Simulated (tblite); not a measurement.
Species: C7H13 (doublet state).
SMILES with atom numbers: `[CH2:1]=[C:2][C@H:3]([CH3:4])[CH2:5][CH2:6][CH3:7]` (hydrogens: H8, H9 on C1; H10 on C3; H11, H12, H13 on C4; H14, H15 on C5; H16, H17 on C6; H18, H19, H20 on C7)

Structure optimised with GFN2-xTB, isolated species. This method treats the open shell by occupation alone, without spin polarisation.

**Question.** List the bond lengths, angles and torsions at this level.

**Answer.** 
| bond | length (bohr) |
| --- | --- |
| C1=C2 | 2.444 |
| C2–C3 | 2.761 |
| C3–C4 | 2.913 |
| C3–C5 | 2.903 |
| C5–C6 | 2.884 |
| C6–C7 | 2.879 |
| C1–H8 | 2.043 |
| C1–H9 | 2.067 |
| C3–H10 | 2.076 |
| C4–H11, C4–H12, C4–H13 | 2.055 |
| C5–H14 | 2.065 |
| C5–H15 | 2.065 |
| C6–H16 | 2.065 |
| C6–H17 | 2.065 |
| C7–H18, C7–H19, C7–H20 | 2.056 |

Bonds in one row agree within 0.02 bohr and their mean is given. A selection of angles:
| angle | degrees |
| --- | --- |
| C2–C1–H8 | 122.1 |
| C2–C1–H9 | 124.2 |
| H8–C1–H9 | 113.7 |
| C1–C2–C3 | 142.8 |
| C2–C3–C4 | 111.6 |
| C2–C3–C5 | 109.8 |
| C2–C3–H10 | 108.4 |
| C4–C3–C5 | 110.7 |
| C4–C3–H10 | 108.0 |
| C5–C3–H10 | 108.3 |
| C3–C4–H11 | 110.0 |
| H11–C4–H12 | 108.8 |
| C3–C5–C6 | 112.0 |
| C3–C5–H14 | 109.1 |
| C3–C5–H15 | 108.9 |
| C6–C5–H14 | 109.6 |
| C6–C5–H15 | 109.3 |
| H14–C5–H15 | 107.9 |
| C5–C6–C7 | 111.8 |
| C5–C6–H16 | 109.4 |
| C5–C6–H17 | 108.7 |
| C7–C6–H16 | 109.5 |
| C7–C6–H17 | 109.7 |
| H16–C6–H17 | 107.6 |
| C6–C7–H18 | 110.5 |
| H18–C7–H19 | 108.3 |

Dihedral angles: C1–C2–C3–C4 14° (synperiplanar); C2–C3–C5–C6 -62° (synclinal); C3–C5–C6–C7 177° (antiperiplanar).

The C–C distances run from 1.293 Å (C1=C2, drawn double) to 1.542 Å (C3–C4, drawn single), a spread of 0.249 Å. Of the pairs four or more bonds apart, C2···H17 is among the closest relative to their van der Waals radii: 2.58 Å, 89 % of the sum of Bondi's values. C1 (carbon bonded to C and 2 H) is planar (angles 124.2°, 122.1° and 113.7°, sum 360.0°, 0.00 Å off the plane of its three neighbours).

Point group: C1 (no symmetry element, even within 0.4 Å). Its GFN2-xTB frequencies are all real (lowest 48 cm⁻¹).

The run took 0.69 s of wall time on one thread, Arm Neoverse V1 (aarch64), shared host. These figures are those of the optimisation.

One conformer stands for the species.

All values are computed, not measured.
